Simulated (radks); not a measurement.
Coulomb parameter of the 4f shell of neutral erbium in the model configuration [Xe] 4f10 5d2 6s2, as a second difference U = [E(n + 0.25) + E(n - 0.25) - 2 E(n)] / (0.25)^2 with all orbitals relaxed. "Bare": the charge of the atom changes with n. "Screened": the 5d shell takes up the change at fixed total charge, which measures U(4f,4f) + U(5d,5d) - 2 U(4f,5d). Method: scalar-relativistic Kohn-Sham, r2SCAN, spin-unpolarised, spherical densities, finite nucleus; meta-GGA in the generalised Kohn-Sham scheme; Fermi nuclear charge, rms radius 5.2516 fm; computed with a radial shooting solver on a logarithmic mesh with Libxc functionals.

| case | configuration | E - E(n) (eV) |
|---|---|---|
| start | [Xe] 4f10 5d2 6s2 | 0.000 |
| bare +0.25 | [Xe] 4f10.25 5d2 6s2 | -3.682 |
| bare -0.25 | [Xe] 4f9.75 5d2 6s2 | 4.634 |
| screened +0.25 | [Xe] 4f10.25 5d1.75 6s2 | -3.185 |
| screened -0.25 | [Xe] 4f9.75 5d2.25 6s2 | 3.572 |

U(bare) = 15.235 eV, U(screened by 5d) = 6.180 eV, against the Slater integral F0(4f,4f) = 34.345 eV with frozen orbitals. The step up makes a negative ion, whose loosely bound charge lowers the bare value.
